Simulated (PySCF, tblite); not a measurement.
A set of runs on `C=C[SiH2][NH][GeH3]`; the geometry of each is named by its level. Settings lines and outputs come from a driver script.

Species: C2H9GeNSi.
Atom-mapped SMILES: `[CH2:1]=[CH:2][SiH2:3][NH:4][GeH3:5]` (hydrogens: H6, H7 on C1; H8 on C2; H9, H10 on Si3; H11 on N4; H12, H13, H14 on Ge5)

Step 1: GFN2-xTB geometry optimisation, gas phase (tblite 0.8.0) (from a force-field or distance-geometry start)
```json
{"job": {"kind": "relax", "xc": "GFN2-xTB", "basis": "xTB"}, "charge": 0, "multiplicity": 1}
```
```
step      E/eV     max force
  0    -419.30386    1.074
  1    -419.36920    0.689
  2    -419.44932    0.891
...
131    -419.66549    0.020
132    -419.66551    0.026
133    -419.66556    0.015
134    -419.66560    0.011
135    -419.66568    0.006
```

Energy lowered by 8.3 kcal/mol over 135 steps; largest atomic force 0.006 eV/Å at the end. «max force» is the largest atomic force in eV/Å.

Hardware: one thread of an AMD EPYC 9R45, shared host. Cost: 0.64 s wall.

Step 2: GFN2-xTB harmonic vibrations, gas phase (tblite 0.8.0) (on the GFN2-xTB geometry)
```json
{"job": {"kind": "ir", "xc": "GFN2-xTB", "basis": "xTB"}, "charge": 0, "multiplicity": 1}
```
```
(table of modes left out)
```

36 modes from 52 to 3446 cm⁻¹ (unscaled, harmonic); zero-point energy 59.3 kcal/mol; all wavenumbers are real at this level.

Hardware: one thread, AMD EPYC 9R45 (x86_64), no GPU, shared host with 96 logical CPUs at a one-minute load of 75. Cost: 0.35 s.

Step 3: TDDFT PBE0/def2-SVPD, vertical, gas phase, core orbitals frozen in the response (PySCF 2.14.0, density-fitted response routines) (on the GFN2-xTB geometry)
```json
{"job": {"kind": "uv", "xc": "PBE0", "basis": "def2-SVPD", "nstates": 8, "ntriplets": 3}, "charge": 0, "multiplicity": 1}
```
```
...
Static polarisability (au): isotropic 86.763, principal 72.758 93.097 94.434
Singlet excitations
state   eV       nm        f      main configurations
  1   5.6803    218.3   0.00108   H->L 0.97
  2   5.9087    209.8   0.00645   H->L+1 0.98
  3   6.7750    183.0   0.01018   H->L+2 0.91
  4   6.8260    181.6   0.01086   H-1->L+1 0.94
  5   6.9767    177.7   0.03590   H->L+3 0.78
  6   7.1443    173.5   0.05837   H-2->L 0.66, H-1->L 0.23
  7   7.2421    171.2   0.19846   H-1->L 0.57, H-2->L 0.24
  8   7.4854    165.6   0.03739   H->L+4 0.84, H->L+3 0.08
Triplet excitations (Tamm-Dancoff, eV): 4.3190 5.3840 5.5849
```

HOMO -7.23 eV, LUMO -0.31 eV; lowest singlet 5.68 eV; lowest triplet 4.32 eV (Tamm–Dancoff); mean polarisability 86.8 au.

On one thread, AMD EPYC 9R45 (x86_64), no GPU, on a shared host, this took 19 s and 0.84 GiB of memory at its peak.

Geometry of the electronic-property runs (GFN2-xTB):
```
atom  x, y, z in Å
C1    -1.7514   -0.6674    0.7889
C2    -1.7084    0.6534    0.7212
Si3   -0.4313    1.6394   -0.2603
N4     0.7401    0.6371   -1.0595
Ge5    2.0841   -0.2856   -0.2708
H6    -2.4934   -1.2070    1.3587
H7    -1.0286   -1.2783    0.2663
H8    -2.4576    1.2205    1.2617
H9    -1.0974    2.3825   -1.3371
H10    0.3187    2.5074    0.6518
H11    0.4290    0.2549   -1.9389
H12    2.9107   -0.8708   -1.3753
H13    1.6065   -1.3914    0.6317
H14    2.8783    0.6848    0.5395
```

 (This holds for the electronic-property runs.)

One conformer stands for the species.
